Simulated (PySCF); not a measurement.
Correlation energy of O⁺ (oxygen, charge +1)

[He] 2s2 2p3, high-spin 4S determinant. Calculation: PySCF 2.14, in def2-SVP (3s2p1d, 14 functions); the non-relativistic Hamiltonian (point nucleus). Frozen: 1s2; 5 electrons correlated.

MP2 pair energies summed by pair of shells (mhartree):

```json
{"pair": "2s-2p", "energy": "-45.31", "share (%)": "65.7"}
{"pair": "2p-2p", "energy": "-16.53", "share (%)": "24.0"}
{"pair": "2s-2s", "energy": "-7.10", "share (%)": "10.3"}
```

Total MP2 correlation energy: -68.93 mhartree.

Same-spin part -19.30 and opposite-spin part -49.63 mhartree; SCS-MP2 scales them by 1/3 and 6/5 to -65.99 mhartree.

```csv
level,correlation energy (mhartree)
CCSD,-83.87
(T),-0.57
CCSD(T),-84.44
```

Diagnostics: T1 = 0.0038, D1 = 0.0069, largest double amplitude 0.036.

Cost of the coupled-cluster step: 0.12 s of wall time on 1 thread of Neoverse-N1 (shared host), for 5 correlated electrons.

Iterations:

```
CC2 = 0
CCSD nocc = (np.int64(4), np.int64(1)), nmo = (13, 13)
frozen orbitals [[0], [0]]
max_cycle = 100
direct = 0
conv_tol = 1e-08
conv_tol_normt = 1e-06
diis_space = 8
diis_start_cycle = 0
Init t2, MP2 energy = -0.0689325605199676
Init E_corr(UCCSD) = -0.0689325605345294
cycle = 1  E_corr(UCCSD) = -0.0806627979293587  dE = -0.0117302374  norm(t1,t2) = 0.0238472
cycle = 2  E_corr(UCCSD) = -0.0829986058338457  dE = -0.0023358079  norm(t1,t2) = 0.00723101
cycle = 3  E_corr(UCCSD) = -0.0839129877069516  dE = -0.000914381873  norm(t1,t2) = 0.00287678
cycle = 4  E_corr(UCCSD) = -0.083869526172179  dE = 4.34615348e-05  norm(t1,t2) = 0.000505126
cycle = 5  E_corr(UCCSD) = -0.0838737566640137  dE = -4.23049183e-06  norm(t1,t2) = 9.22016e-05
cycle = 6  E_corr(UCCSD) = -0.0838736452312223  dE = 1.11432791e-07  norm(t1,t2) = 7.98747e-06
cycle = 7  E_corr(UCCSD) = -0.0838737605862096  dE = -1.15354987e-07  norm(t1,t2) = 6.25439e-07
cycle = 8  E_corr(UCCSD) = -0.0838737484917732  dE = 1.20944364e-08  norm(t1,t2) = 7.68423e-08
cycle = 9  E_corr(UCCSD) = -0.0838737394595734  dE = 9.03219984e-09  norm(t1,t2) = 3.18044e-08
UCCSD converged
E(UCCSD) = -74.35994435605132  E_corr = -0.08387373945957341
UCCSD(T) correction = -0.000568430921189251
```
